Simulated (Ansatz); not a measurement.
Gas-phase electronic energies from Ansatz, PBE0-D4/def2-TZVP geometries. CBS: MP2 limit from def2 TZ/QZ plus the TZ coupled-cluster correction, frozen cores. This one scheme is used for every species. Functionals use def2-TZVPP. One conformer a species, not always the lowest.

Reaction (redistribution): `C[N](C)[AlH][Cl]` + `N[SiH](F)Cl` → `[Cl][AlH][Cl]` + `CN(C)[SiH](N)F`

`C[N](C)[AlH][Cl]`:

Cartesian coordinates in Å:
```
C 1.358 0.134 -0.296
N -0.037 -0.008 0.042
C -0.901 0.080 -1.112
Al -0.679 -0.264 1.663
Cl 0.680 -0.374 3.261
H 1.558 1.105 -0.771
H 1.983 0.062 0.597
H 1.681 -0.646 -0.999
H -1.950 -0.031 -0.823
H -0.671 -0.703 -1.848
H -0.796 1.049 -1.620
H -2.225 -0.405 1.906
```

`N[SiH](F)Cl`:

Z-matrix (Å, degrees):
```
Si
F 1 1.593
Cl 1 2.039 2 105.8
N 1 1.685 2 114.5 3 -118.7
H 1 1.471 2 106.2 3 118.7
H 4 1.006 1 122.2 2 81.4
H 4 1.006 1 121.7 2 -76.3
```

`[Cl][AlH][Cl]`:

```xyz
4

Cl   -1.452    1.303    0.489
Al   -0.026   -0.090   -0.109
Cl    1.785   -0.146    0.917
H    -0.307   -1.067   -1.297
```

`CN(C)[SiH](N)F`:

Cartesian coordinates in Å:
```
C 1.010 1.412 0.686
N 0.375 0.273 0.069
C 1.258 -0.495 -0.776
Si -1.309 0.058 0.086
N -1.665 -1.603 0.017
F -2.099 0.648 -1.182
H 1.397 2.119 -0.060
H 1.854 1.096 1.313
H 0.302 1.947 1.322
H 0.725 -1.345 -1.205
H 2.110 -0.880 -0.201
H 1.661 0.110 -1.599
H -1.806 0.843 1.241
H -2.525 -1.928 -0.392
H -1.287 -2.256 0.682
```

Task: Is it downhill or uphill in electronic energy at CCSD(T)/CBS, and by how much? (Estimate.)

Result: Ansatz gave: Downhill: ΔE = -0.36 eV.

Task: What do these levels give: B2PLYP, PBE, r2SCAN, HF/def2-QZVPP, SCS-MP2/def2-QZVPP, CCSD/CBS(def2)? (Best estimate.)

Result: The calculation gave: B2PLYP -0.33, PBE -0.28, r2SCAN -0.32, HF/def2-QZVPP -0.42, SCS-MP2/def2-QZVPP -0.34, CCSD/CBS(def2) -0.37 eV.

Largest T1 diagnostic among the species: 0.011.

In def2-TZVPP, CCSD(T) changes the Hartree–Fock value by +0.07 eV (the triples alone add +0.01 eV) and MP2 by +0.09 eV. From PBE to PBE0 (25 % exact exchange), in def2-TZVPP and without D4, ΔE moves by −0.05 eV.
